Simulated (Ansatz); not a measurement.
```yaml
crystal:
  periodic: [false, false, false]
  atoms:
    - {symbol: O, position_ang: [-0.816923, 0.749084, -0.343027]}
    - {symbol: S, position_ang: [0.353984, 0.499986, 0.518148]}
    - {symbol: O, position_ang: [1.399536, 1.513273, 0.706318]}
    - {symbol: O, position_ang: [1.012905, -0.981124, 0.214557]}
    - {symbol: C, position_ang: [-0.277870, -0.029340, 2.235864]}
    - {symbol: F, position_ang: [0.701852, -0.707138, 2.861619]}
    - {symbol: F, position_ang: [-1.325752, -0.860483, 2.033976]}
    - {symbol: C, position_ang: [-0.711249, 1.197734, 3.101754]}
    - {symbol: F, position_ang: [0.442593, 1.790843, 3.528450]}
    - {symbol: F, position_ang: [-1.318951, 0.654244, 4.209949]}
    - {symbol: C, position_ang: [-1.603567, 2.218227, 2.415319]}
    - {symbol: C, position_ang: [-3.002281, 1.682729, 1.973248]}
    - {symbol: C, position_ang: [-3.971938, 2.730089, 2.559920]}
    - {symbol: C, position_ang: [-3.757523, 4.076343, 1.826770]}
    - {symbol: C, position_ang: [-2.389558, 4.574983, 2.395022]}
    - {symbol: C, position_ang: [-1.962745, 3.424089, 3.334226]}
    - {symbol: C, position_ang: [-3.322166, 3.003339, 3.932658]}
    - {symbol: H, position_ang: [-1.015997, 2.586065, 1.549990]}
    - {symbol: H, position_ang: [-3.070211, 1.575141, 0.874074]}
    - {symbol: H, position_ang: [-3.202842, 0.688732, 2.418024]}
    - {symbol: H, position_ang: [-5.025323, 2.388706, 2.575541]}
    - {symbol: H, position_ang: [-3.744116, 3.946614, 0.725544]}
    - {symbol: H, position_ang: [-4.575046, 4.788156, 2.059593]}
    - {symbol: H, position_ang: [-1.635546, 4.773677, 1.607060]}
    - {symbol: H, position_ang: [-2.511715, 5.512633, 2.973957]}
    - {symbol: H, position_ang: [-1.158946, 3.691720, 4.044807]}
    - {symbol: H, position_ang: [-3.262377, 2.107037, 4.579295]}
    - {symbol: H, position_ang: [-3.810955, 3.824606, 4.496178]}
    - {symbol: C, position_ang: [3.366544, 2.000228, -2.928832]}
    - {symbol: C, position_ang: [1.996345, 1.807717, -3.157473]}
    - {symbol: C, position_ang: [1.341123, 0.687676, -2.626701]}
    - {symbol: C, position_ang: [2.053921, -0.259516, -1.864949]}
    - {symbol: C, position_ang: [1.335750, -1.415767, -1.163860]}
    - {symbol: C, position_ang: [0.060550, -1.909772, -1.858571]}
    - {symbol: C, position_ang: [0.016268, -2.048646, -3.259815]}
    - {symbol: C, position_ang: [-1.112307, -2.594524, -3.887882]}
    - {symbol: C, position_ang: [-2.212541, -3.013252, -3.124965]}
    - {symbol: C, position_ang: [-2.171427, -2.882733, -1.728665]}
    - {symbol: C, position_ang: [-1.042744, -2.340291, -1.099525]}
    - {symbol: C, position_ang: [2.247089, -2.635342, -0.950348]}
    - {symbol: C, position_ang: [2.898926, -3.208024, -2.060644]}
    - {symbol: C, position_ang: [3.704000, -4.342936, -1.905690]}
    - {symbol: C, position_ang: [3.869509, -4.925238, -0.637917]}
    - {symbol: C, position_ang: [3.225095, -4.357366, 0.469651]}
    - {symbol: C, position_ang: [2.417545, -3.218545, 0.317844]}
    - {symbol: C, position_ang: [3.426971, -0.051192, -1.628007]}
    - {symbol: C, position_ang: [4.079328, 1.068784, -2.157711]}
    - {symbol: H, position_ang: [3.878575, 2.881206, -3.345036]}
    - {symbol: H, position_ang: [1.426542, 2.539237, -3.750177]}
    - {symbol: H, position_ang: [0.261815, 0.561355, -2.786057]}
    - {symbol: H, position_ang: [0.866858, -1.717720, -3.872932]}
    - {symbol: H, position_ang: [-1.130456, -2.689028, -4.984425]}
    - {symbol: H, position_ang: [-3.100099, -3.438304, -3.617745]}
    - {symbol: H, position_ang: [-3.028376, -3.205480, -1.117886]}
    - {symbol: H, position_ang: [-1.023735, -2.238437, -0.007404]}
    - {symbol: H, position_ang: [2.785494, -2.755356, -3.056332]}
    - {symbol: H, position_ang: [4.209072, -4.774746, -2.783236]}
    - {symbol: H, position_ang: [4.502087, -5.817466, -0.515857]}
    - {symbol: H, position_ang: [3.351685, -4.800063, 1.469634]}
    - {symbol: H, position_ang: [1.925182, -2.771292, 1.190884]}
    - {symbol: H, position_ang: [3.986066, -0.773070, -1.015626]}
    - {symbol: H, position_ang: [5.152071, 1.217900, -1.962578]}
basis:
  gaussian: {orbitals: def2-SVP, fitting: {mean_field: def2-universal-jkfit}}
total_charge: -1
magnetization: {spin_polarized: true, initial_magnetization: 1}
hamiltonian: {xc: {name: HF}}
scf: {omitted_lower_state_checks: [starts]}
output: {forces: true}
```

```sh
$ ansatz run in.yaml --threads 2 --pin off --events-out ev --progress --plain --max-ram 32768MiB --backend cuda --devices 0, --max-vram 18GiB
```

It prints (some lines left out):

```
Functional definition: HF
3235 factors; integrals over basis functions are off by at most 2.2e-1 eV
mean field evaluation 1: about -56946.5541 eV, gradient 7.1e1 eV
mean field evaluation 2: about -56955.1408 eV, gradient 6.2e1 eV
mean field evaluation 4: about -56971.7220 eV, gradient 5.2e0 eV
mean field evaluation 8: about -56972.0016 eV, gradient 6.3e-1 eV
mean field evaluation 16: about -56972.3861 eV, gradient 5.4e-3 eV
mean field -56972.38609325 eV, -2093.6965716568 hartree, gradient 2.1e-6 eV, S^2 1.929410; 0 other end points of the search recorded, 0 dependent functions left out
reference -56972.38609325 eV, -2093.6965716568 hartree; 136, 135 occupied and 502, 503 virtual orbitals, 3235 factors
Total energy: -56972.38609325 eV, -2093.6965716568 hartree
Atom 0 force     2.666328    -0.190116     2.249909 eV/Å
Atom 1 force     1.044231    -1.420233    -0.977355 eV/Å
Atom 2 force    -2.735637    -2.096162    -0.306109 eV/Å
Atom 3 force    -1.567994     3.414760     0.138112 eV/Å
Atom 4 force     0.320387    -0.572589    -0.412999 eV/Å
Atom 5 force    -1.506288     1.002495    -0.806689 eV/Å
Atom 6 force     1.467189     1.141571     0.403085 eV/Å
Atom 7 force     0.627734    -0.599019     1.122430 eV/Å
Atom 8 force    -1.546475    -0.769845    -0.393539 eV/Å
Atom 9 force     0.843722     0.730333    -1.205649 eV/Å
Atom 10 force     0.304874     0.270492    -0.285736 eV/Å
Atom 11 force    -0.153447    -0.459123    -0.215400 eV/Å
Atom 12 force    -0.244166    -0.099159     0.043057 eV/Å
Atom 13 force    -0.285145     0.177905    -0.277026 eV/Å
Atom 14 force     0.234156     0.402094    -0.061411 eV/Å
Atom 15 force     0.246413     0.005488     0.204605 eV/Å
Atom 16 force    -0.115683    -0.027858     0.342343 eV/Å
Atom 17 force    -0.398588    -0.248451     0.599797 eV/Å
Atom 18 force     0.040019     0.045805     0.676557 eV/Å
Atom 19 force     0.082856     0.600039    -0.288214 eV/Å
Atom 20 force     0.573151     0.188354    -0.028210 eV/Å
Atom 21 force     0.000588     0.092005     0.617462 eV/Å
Atom 22 force     0.441071    -0.359892    -0.119491 eV/Å
Atom 23 force    -0.445865    -0.091008     0.445922 eV/Å
Atom 24 force     0.050371    -0.492263    -0.322895 eV/Å
Atom 25 force    -0.477617    -0.118146    -0.406637 eV/Å
Atom 26 force    -0.076282     0.541548    -0.356412 eV/Å
Atom 27 force     0.256125    -0.437803    -0.280093 eV/Å
Atom 28 force     0.182876     0.328863    -0.159302 eV/Å
Atom 29 force    -0.163851     0.309143    -0.274046 eV/Å
Atom 30 force    -0.245731     0.050588    -0.120339 eV/Å
Atom 31 force    -0.183458     0.409642    -0.009688 eV/Å
Atom 32 force     0.637271    -1.400457    -0.152837 eV/Å
Atom 33 force     0.302582     0.426684     0.398466 eV/Å
Atom 34 force     0.177230    -0.023615    -0.439762 eV/Å
Atom 35 force     0.075398    -0.031952    -0.308631 eV/Å
Atom 36 force    -0.395799    -0.184935    -0.308125 eV/Å
Atom 37 force    -0.109905    -0.061106     0.414978 eV/Å
Atom 38 force    -0.437478    -0.176194     0.301268 eV/Å
Atom 39 force    -1.513936     2.114000     0.628471 eV/Å
Atom 40 force     1.476650    -1.477683    -1.796964 eV/Å
Atom 41 force    -0.604132     0.977858    -0.629510 eV/Å
Atom 42 force     1.151115    -1.422044    -0.564534 eV/Å
Atom 43 force    -1.544545     1.670222     1.215905 eV/Å
Atom 44 force     0.878110    -1.791813     1.262798 eV/Å
Atom 45 force     0.409129    -0.218845     0.248259 eV/Å
Atom 46 force     0.295629     0.082444     0.009998 eV/Å
Atom 47 force    -0.301678    -0.500340     0.234378 eV/Å
Atom 48 force     0.342819    -0.404818     0.339150 eV/Å
Atom 49 force     0.751518     0.121891     0.094835 eV/Å
Atom 50 force    -0.611374    -0.255228     0.390591 eV/Å
Atom 51 force     0.002085     0.045450     0.631873 eV/Å
Atom 52 force     0.507561     0.237827     0.279881 eV/Å
Atom 53 force     0.483190     0.185649    -0.364540 eV/Å
Atom 54 force    -0.053877    -0.162027    -0.784817 eV/Å
Atom 55 force     0.177595    -0.336595     0.511375 eV/Å
Atom 56 force    -0.248486     0.228847     0.422098 eV/Å
Atom 57 force    -0.319872     0.445144    -0.081348 eV/Å
Atom 58 force    -0.056754     0.265932    -0.490783 eV/Å
Atom 59 force     0.397499    -0.418290    -0.442222 eV/Å
Atom 60 force    -0.470930     0.418273    -0.435733 eV/Å
Atom 61 force    -0.632479    -0.083734    -0.120560 eV/Å
Dipole moment:    -2.060422     2.531281     0.756150 e Å
Checks for a lower state left out: starts
```

Run time 27 s (2 threads of AMD EPYC 7R13 on a shared host and a share (18 GiB) of an NVIDIA H100 80GB HBM3), peak host memory 2 GiB.

The highest occupied level of an anion often lies above zero with these methods, and sets without diffuse functions describe the outer electron poorly. The charge -1 doublet is spin-contaminated (final ⟨S²⟩ up to 1.93, 0.75 for a pure state).

The dipole of an ion depends on the origin.
